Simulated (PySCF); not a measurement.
H4P, SMILES [PH4+], charge +1.

Geometry optimised at TPSSh-D3(BJ)/def2-TZVPD. The isomer is the one that the SMILES or the coordinates give; other isomers of the formula were not compared.

Two levels are set side by side: PBE/def2-TZVPD (PySCF) and HF/def2-TZVPD (PySCF). Same geometry, gas phase. Differences are taken from unrounded values.

| quantity | HF |
|---|---|
| orbital gap (eV) | 19.66 |
| highest occupied level (eV) | -22.78 |
| lowest empty level (eV) | -3.11 |
| mean polarisability (bohr³) | 20.0 |

Question: What does PBE give, and how far is it from HF? (The exact figures need the calculation; the answer reports its results.)

Answer: 
| quantity | PBE | PBE minus HF |
|---|---|---|
| orbital gap (eV) | 10.63 | -9.03 |
| highest occupied level (eV) | -17.76 | 5.02 |
| lowest empty level (eV) | -7.13 | -4.02 |
| mean polarisability (bohr³) | 21.0 | 1.0 |

Without exact exchange PBE keeps part of each electron's self-repulsion, which lifts occupied levels and narrows the gap. Loosely held outer electrons make PBE densities more polarisable. Differences between two approximate levels are no errors against the true value.

Rough cost on one machine, each run with all the roots and properties that it gave: HF against PBE about 1/4.
